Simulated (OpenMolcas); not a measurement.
Ionisation energies of hafnium

```json
{"Program": "OpenMolcas 26.06", "Basis": "ANO-RCC [11s10p9d8f4g2h]", "Scalar Hamiltonian": "DKH2, point nucleus", "Spin-orbit coupling": "RASSI with atomic mean-field integrals over the reference wave functions, term energies averaged over their components"}
```

Active shells in each charge state: the valence d, s shells, with orbitals averaged over the low states. Where CASPT2's correlated closed shells are named, they are those of the first ion.

A. CASSCF
B. SS-CASPT2, IPEA 0.25 Eh, imaginary shift 0.1 Eh (closed shells correlated: 5s 5p)
C. SS-CASPT2, IPEA 0 Eh, imaginary shift 0.1 Eh (closed shells correlated: 5s 5p)
D. SS-CASPT2, IPEA 0.25 Eh, imaginary shift 0.1 Eh (closed shells correlated: 4f 5s 5p)

Energies in eV between the lowest computed levels, named as in B; reference values from the NIST Atomic Spectra Database with their kind.

| From | To | A | B | C | D | Spin-orbit share in B | Reference |
| --- | --- | --- | --- | --- | --- | --- | --- |
| Hf 5d2 6s2 3F2 | Hf+ 5d 6s2 2D 3/2 | 5.681 | 6.711 | 6.823 | 6.875 | +0.129 | 6.825 (measured) |

Other lowest levels: A, Hf 5d2 6s2 3F2 to 5d2 6s 4F 3/2.

Steps that some method lacks are left out, and so are those with a state whose active s or d shell is doubly occupied in every root (s and p with five to eight electrons, d10) over a frozen core shell of the same l, since the two then mix freely.

Error against the reference values, in %:

```tsv
From	Reference	A	B	C	D
Hf	measured	-16.8	-1.7	0	+0.7
```

Absolute error against the one measured value: A 1.14 eV, B 0.11 eV, C 0.00 eV, D 0.05 eV. C lies closest.

The lowest level within the active space need not be the ion's true ground level.
